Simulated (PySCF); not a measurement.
## Unknown compound

The spectra below were simulated for a compound C₉H₁₄BN.

$^{1}$H NMR (300 MHz, computed): δ 8.52 (dd, J = 6.7, 1.3 Hz, 2H), 7.38 (tt, J = 8.5, 1.3 Hz, 1H), 7.01 (dd, J = 8.5, 6.7 Hz, 2H), 3.11 (br, 2H), 1.99 (m, 1H), 1.96 (m, 1H), 1.87 (m, 2H), 1.85 (m, 1H), 1.76 (m, 2H).

$^{13}$C{$^{1}$H} NMR (computed): δ 140.6 (CH, 2C), 130.0 (CH), 119.9 (CH, 2C), 47.4 (CH), 33.1 (CH2, 2C), 25.9 (CH2).

- B3LYP/pcJ-1 coupling constants (spin–dipole term only in couplings to heteroatoms)
- geometry: PBE0-D3(BJ)/def2-SVP
- shielding tensors at KT2/pcSseg-1 (GIAO)
- program: PySCF 2.14
- non-relativistic Hamiltonian, averaged over atoms made equivalent by symmetry, fast rotation or ring inversion, single conformer, isolated molecule

Referencing at the same level of theory: TMS for $^{1}$H (31.18 ppm), $^{13}$C (183.22 ppm).

Problem. What is the structure?

Solution. 
1. 6 carbon signals for 9 carbons: some carbons are equivalent by symmetry or fast rotation.
2. Carbon types of the structure: 6 × CH, 3 × CH2, leaving 2 H on heteroatoms.
3. δC 140.6: aromatic CH next to a ring nitrogen; the adjacent ring nitrogen, though it donates into the ring, and the other ring atoms leave it deshielded.
4. δC 130.0, 119.9: aromatic CH.
5. δC 33.1, 25.9: sp3 CH2 in a ring; saturated and bonded to C and H only.
6. δH 8.52: hydrogen on an aromatic CH next to a ring nitrogen; ring current plus the neighbouring ring nitrogen.
7. δH 7.38, 7.01: hydrogen on an aromatic CH; it sits in the deshielding region of the aromatic ring current.
8. δH 1.99, 1.96, 1.87, 1.76: hydrogen on an sp3 CH2 in a ring.
9. δH 1.85: hydrogen on an sp3 CH bonded to B.
10. The protons at 7.01 and 7.38 share a coupling of 8.5 Hz (vicinal, an ortho-type coupling).
11. The protons at 8.52 and 7.01 share a coupling of 6.7 Hz (vicinal, an ortho-type coupling).

Structure: `[BH2-](C1CCC1)[n+]1ccccc1`.

The shifts were computed for this structure.

Hydrogens on boron are broadened and split by $^{11}$B (spin 3/2, 80 %) and 10B (spin 3). A carbon bonded to boron is broadened by the quadrupolar boron nucleus and is often missing from a measured spectrum. Multiplet labels drop couplings under 1 Hz and merge nearly equal ones. Couplings among chemically equivalent protons are left out too, so labels in AA′BB′ or AA′XX′ sets are apparent multiplicities. Unscaled 3J(H,H) at this level run about 10 % above measured values. Shifts are as computed. Against solution values, carbons near 30 ppm lie about +2 ppm off and those near 130 ppm about -5 ppm. Of 1313 compounds with measured shifts, 239 miss one by over three times the rms of a fit or turn the order of signals round; such compounds aren't used in these exercises. Across freely rotating sp3–sp3 bonds, 3J(H,H) is taken as (2 J gauche + J anti)/3 from the one conformer, which assumes equal rotamer populations. Vicinal couplings across rotatable single bonds and in flexible rings belong to the one computed conformer; a conformer average would change them.
